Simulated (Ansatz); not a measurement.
Mulliken charges of `S[CH2][GeH2][Cl]` from r2SCAN/def2-TZVPP in Ansatz (PBE0-D4/def2-TZVP geometry).

```json
{"atom": "S1", "x (Å)": "0.416", "y (Å)": "1.828", "z (Å)": "-0.898", "charge (e)": "-0.178"}
{"atom": "C2", "x (Å)": "0.933", "y (Å)": "0.209", "z (Å)": "-0.289", "charge (e)": "-0.159"}
{"atom": "Ge3", "x (Å)": "-0.451", "y (Å)": "-0.673", "z (Å)": "0.768", "charge (e)": "0.351"}
{"atom": "Cl4", "x (Å)": "-2.165", "y (Å)": "-0.878", "z (Å)": "-0.538", "charge (e)": "-0.333"}
{"atom": "H5", "x (Å)": "-0.738", "y (Å)": "1.426", "z (Å)": "-1.459", "charge (e)": "0.108"}
{"atom": "H6", "x (Å)": "1.263", "y (Å)": "-0.438", "z (Å)": "-1.103", "charge (e)": "0.106"}
{"atom": "H7", "x (Å)": "1.791", "y (Å)": "0.391", "z (Å)": "0.363", "charge (e)": "0.098"}
{"atom": "H8", "x (Å)": "-0.063", "y (Å)": "-2.100", "z (Å)": "1.187", "charge (e)": "-0.003"}
{"atom": "H9", "x (Å)": "-0.898", "y (Å)": "0.189", "z (Å)": "1.953", "charge (e)": "0.010"}
```

By hand: the dipole of these point charges (1 e Å = 4.8032 D).

Σ q r = (0.561, -0.148, 0.432) e Å, of length 0.723 e Å = 3.47 D.

How does the dipole of the full density compare? (An estimate is asked.)

Ansatz gave: (0.348, -0.181, 0.215) e Å, 2.15 D; the point charges give 1.61 times that, at 13° from its direction.

Point charges leave out the atoms' own dipoles, such as those of lone pairs, and Mulliken's split depends on the basis, so the two needn't agree.
